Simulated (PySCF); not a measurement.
C₂H₆FGaO, SMILES C[O][Ga]([CH3])[F]. Atoms are numbered in the order given.

```xyz
11

Ga     0.0521     0.3582     0.0000
F      1.4165     1.4668     0.0000
C     -1.7879     1.0233     0.0000
H     -2.5122     0.1970     0.0000
H     -1.9470     1.6479     0.8918
H     -1.9470     1.6479    -0.8918
O      0.6291    -1.3276     0.0000
C     -0.1780    -2.4773     0.0000
H      0.0345    -3.0959     0.8913
H      0.0345    -3.0959    -0.8913
H     -1.2655    -2.2612     0.0000
```
Charge 0, spin multiplicity 1.

Geometry: B3LYP-D3(BJ)/def2-SVP. The structure was generated by enumeration; whether it is a known compound was not checked. The values are those of a single conformer.

These are CAM-B3LYP/def2-TZVP (PySCF) values and carry that method's errors.

The molecule is in vacuum.

The total energy is -2179.94751 hartree. The point group comes out as Cs. The highest occupied level is -9.48 eV and the lowest empty level is 0.46 eV. The orbital gap comes out as 9.94 eV and the dipole moment is 3.75 D. The quadrupole, principal values (traceless, Buckingham form, about the centre of nuclear charge) is -6.60, 1.07, 5.53 D·Å. The mean static polarisability is 53.1 bohr³ (7.87 Å³). The polarisability, principal values is 42.8, 53.2, 63.3 bohr³.
